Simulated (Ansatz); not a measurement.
Computed with Ansatz on PBE0-D4/def2-TZVP structures; ΔE is electronic, products minus reactants. CCSD(T)/CBS adds triple-zeta CCSD(T) − MP2 to the extrapolated MP2 energy (def2 sets, frozen cores). Functionals use def2-TZVPP. B3LYP here is the variant with VWN-RPA as its local correlation; programs differ in this. For Ga outer-core shells are correlated without core-valence functions, which leaves a few kJ/mol of doubt a bond. Scalar relativity is left out up to krypton. One conformer a species, not always the lowest.

Reaction (cleavage of the Si–Ga bond): `C[SiH2][GaH2]` + `C[NH][AlH2]` → `C[SiH2][N](C)[AlH2]` + `[GaH3]`

`C[SiH2][GaH2]`:

```xyz
10

C    -0.367    1.577   -0.088
Si    0.760    0.084    0.098
Ga   -0.375   -2.044    0.002
H     0.204    2.506   -0.036
H    -1.120    1.594    0.703
H    -0.890    1.550   -1.047
H     1.494    0.170    1.396
H     1.805    0.110   -0.971
H    -1.936   -2.153   -0.201
H     0.425   -3.394    0.143
```

`C[NH][AlH2]`:

```xyz
9

C     1.111    0.095    0.623
N     0.199    0.145   -0.499
Al   -1.534   -0.202   -0.526
H     1.571    1.069    0.831
H     1.920   -0.629    0.471
H     0.573   -0.207    1.525
H     0.665    0.418   -1.352
H    -2.287   -0.062   -1.913
H    -2.216   -0.625    0.840
```

`C[SiH2][N](C)[AlH2]`:

```xyz
15

C    -1.363   -0.097    1.759
Si   -0.238    0.937    0.684
N     0.427    0.051   -0.649
C     1.294   -1.072   -0.296
Al    0.137    0.466   -2.358
H    -1.757    0.505    2.582
H    -0.830   -0.945    2.196
H    -2.209   -0.484    1.185
H    -0.987    2.088    0.111
H     0.872    1.456    1.540
H     0.748   -1.860    0.237
H     2.124   -0.754    0.347
H     1.729   -1.528   -1.190
H     0.872   -0.436   -3.436
H    -0.819    1.674   -2.711
```

`[GaH3]`:

Z-matrix (Å, degrees):
```
Ga
H 1 1.568
H 1 1.568 2 120.0
H 1 1.568 2 120.0 3 -179.9
```

```
   level  ΔE (kJ/mol)
  PBE-D4        -22.8
B3LYP-D4        -37.1
  r2SCAN        -33.3
    PBE0        -23.4
```

Task: What does CCSD(T)/CBS give? (An estimate is asked.)

Result: Computed: -39.2 kJ/mol. The listed levels differ from it by 16.4, 2.1, 5.9, 15.8 kJ/mol.

Largest T1 diagnostic among the species: 0.013.

The D4 term adds −9.4 kJ/mol with B3LYP and −5.3 kJ/mol with PBE0; it sums over pairs of atoms, weighted by their polarisabilities, and B3LYP, whose exchange is more repulsive, gets the larger term. From PBE to PBE0 (25 % exact exchange), in def2-TZVPP and without D4, ΔE moves by −6.8 kJ/mol.
